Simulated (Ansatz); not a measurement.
`C[Si](O)(Br)O[SiH3]` + HCl → `C[Si](O)(Cl)Br` + `O[SiH3]`  (ligand exchange at the Si–O bond)

Calculated with Ansatz (gas phase, PBE0-D4/def2-TZVP geometries, no zero-point term in ΔE). CCSD(T)/CBS adds triple-zeta CCSD(T) − MP2 to the extrapolated MP2 energy (def2 sets, frozen cores). This one scheme is used for every species. For Br outer-core shells are correlated without core-valence functions, which leaves a few kJ/mol of doubt a bond. Scalar relativity is left out up to krypton. One conformer a species, not always the lowest.

```csv
species,CCSD(T)/CBS(def2) energy (Eh)
`C[Si](O)(Br)O[SiH3]`,-3344.31049
HCl,-460.38127
`C[Si](O)(Cl)Br`,-3437.98992
`O[SiH3]`,-366.69042
```

Question: Work out ΔE.

Answer: ΔE = (-3437.98992) + (-366.69042) − (-3344.31049) − (-460.38127) = 0.01142 Eh = +7.2 kcal/mol.

Largest T1 diagnostic among the species: 0.011.

The D4 term adds +1.4 kcal/mol with B3LYP and +0.9 kcal/mol with PBE0; it sums over pairs of atoms, weighted by their polarisabilities, and B3LYP, whose exchange is more repulsive, gets the larger term. In def2-TZVPP, CCSD(T) changes the Hartree–Fock value by −0.9 kcal/mol (the triples alone add −0.4 kcal/mol) and MP2 by −2.2 kcal/mol.

B3LYP here is the variant with VWN-RPA as its local correlation; programs differ in this.
